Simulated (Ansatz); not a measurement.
`B/C=C\O[SiH2][GaH2]` from Hartree–Fock to CCSD(T)

Z-matrix (Å, degrees):
```
Si
O 1 1.675
Ga 1 2.424 2 114.3
H 1 1.491 2 108.1 3 123.2
H 1 1.485 2 104.4 3 -122.2
C 2 1.331 1 127.2 3 -32.0
H 3 1.571 1 118.1 2 -173.9
H 3 1.571 1 123.0 2 6.2
C 6 1.348 2 124.2 1 -170.8
H 6 1.094 2 114.7 1 10.0
B 9 1.520 6 124.7 2 1.1
H 9 1.087 6 113.7 2 -178.9
H 11 1.196 9 120.9 6 0.3
H 11 1.198 9 120.1 6 -179.8
```

Charge 0, multiplicity 1. Correlated methods include outer-core shells of Ga, which these sets cover unevenly. Scalar relativity is left out up to krypton. The geometry is a stationary point of PBE0-D4/def2-TZVP. It is one conformer, not always the lowest. Frozen core, restricted reference, the Gaussian-basis code of Ansatz.

```csv
basis,HF (Eh),MP2 corr.
def2-SVP,-2391.62458,-0.83546
def2-TZVPP,-2392.18723,-1.00179
def2-QZVPP,-2392.24531,-1.30380
```

Q: Estimate the CCSD correlation energy and the (T) correction in each basis where they were run (hartree).

A: 
```
     basis  CCSD corr.       (T)
  def2-SVP    -0.89100  -0.02926
def2-TZVPP    -1.05289  -0.04386
```
